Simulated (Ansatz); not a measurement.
The cluster Be2Se. Total charge 0; triplet. Geometry r2SCAN-D4/def2-TZVP.

Cartesian coordinates in Å:
```
Be 0.968 -0.716 0.840
Be -1.263 0.736 0.125
Se 0.296 -0.020 -0.965
```

At PBE0-D4/def2-TZVP a broken-symmetry singlet of charge 0 lies 0.21 eV below the triplet, each at its own geometry. The structure comes from a short search, and lower isomers may exist.

(1) Estimate the α-spin orbital energies around the gap (eV) in Ansatz with HF/STO-3G, HF/def2-TZVP, PBE-D4/def2-TZVP, r2SCAN-D4/def2-TZVP, PBE0-D4/def2-TZVP.

## Answers

(1) 
| orbital | HF/STO-3G | HF/def2-TZVP | PBE-D4/def2-TZVP | r2SCAN-D4/def2-TZVP | PBE0-D4/def2-TZVP |
| --- | --- | --- | --- | --- | --- |
| HOMO−5 | -21.15 | -24.23 | -17.09 | -17.75 | -19.13 |
| HOMO−4 | -10.76 | -12.51 | -8.55 | -8.82 | -9.76 |
| HOMO−3 | -10.24 | -12.34 | -8.48 | -8.75 | -9.67 |
| HOMO−2 | -7.76 | -9.87 | -6.74 | -6.95 | -7.74 |
| HOMO−1 | -7.47 | -8.93 | -5.22 | -5.49 | -6.24 |
| HOMO | -7.10 | -8.34 | -4.67 | -4.94 | -5.66 |
| LUMO | 3.62 | 0.43 | -3.19 | -3.02 | -2.41 |
| LUMO+1 | 5.19 | 1.54 | -2.02 | -1.82 | -1.19 |
| LUMO+2 | 5.70 | 1.60 | -1.88 | -1.71 | -1.10 |
| LUMO+3 | 7.73 | 2.17 | -0.62 | -0.31 | 0.19 |
| LUMO+4 | 12.79 | 2.28 | 0.39 | 1.16 | 0.90 |
| LUMO+5 | 13.39 | 3.54 | 0.86 | 1.63 | 1.43 |
| β HOMO | -7.85 | -9.91 | -6.66 | -6.89 | -7.68 |
| β LUMO | 4.45 | 0.23 | -3.31 | -2.85 | -2.56 |
